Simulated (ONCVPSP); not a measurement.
C, ONCV: configuration errors across variants

ONCVPSP 4.0.1 input, shortened (lines: element, Z, core and valence counts, functional; n l f; lmax; l rc ep ncon nbas qcut; lloc lpopt rc5 dvloc0; l nproj debl; icmod fcfact rcfact), PBE, scalar-relativistic:

```
  C 6.00    1    2        4      upf
    1    0    2.00
    2    0    2.00
    2    1    2.00
    2
    0    0.95    0.00    4    7    8.40
    1    3.15    0.00    4    7    5.40
    2    2.40    0.40    3    6    4.80
    4    5    0.95    0.00
    0    2    2.20
    1    2    3.90
    2    1    3.30
    3    4.00    1.75
```

All-electron excitation energies from the reference (eV): (1) 2s2 2p1 10.861; (2) 2s2 2p0 35.017; (3) 2s1 2p0 83.211; (4) 2s1 2p2 19.615.

Errors AE − PS in meV (a dash: test not solved or not reliable):

```csv
change,(1),(2),(3),(4),bound ghosts,GHOST(+) flags above zero
base,+150,+1189,+2229,-142,none,p
"core correction Teter function, fcfact 2.1, rcfact 1.75",+148,+1173,+2201,-142,none,p
"core correction Teter function, fcfact 2.9, rcfact 1.75",+149,+1181,+2218,-142,none,p
"core correction Teter function, fcfact 3.6, rcfact 1.75",+150,+1186,+2226,-142,none,p
"core correction Teter function, fcfact 4.2, rcfact 1.75",+151,+1189,+2229,-142,none,p
"core correction Teter function, fcfact 5, rcfact 1.75",+151,+1192,+2226,-142,none,p
"core correction Teter function, fcfact 5.5, rcfact 1.75",+152,+1195,+2220,-142,none,p
"core correction Teter function, fcfact 6.1, rcfact 1.75",+152,+1195,+2215,-142,none,p
"core correction Teter function, fcfact 7.1, rcfact 1.75",+152,+1197,+2201,-142,none,p
"core correction Teter function, fcfact 7.8, rcfact 1.75",+153,+1197,+2188,-142,none,p
```

Task: Give the same row for: core correction Teter function, fcfact 1.5, rcfact 1.75.

Result: +147, +1165, +2188, -142; bound ghosts: none; GHOST(+) flags above zero: p.
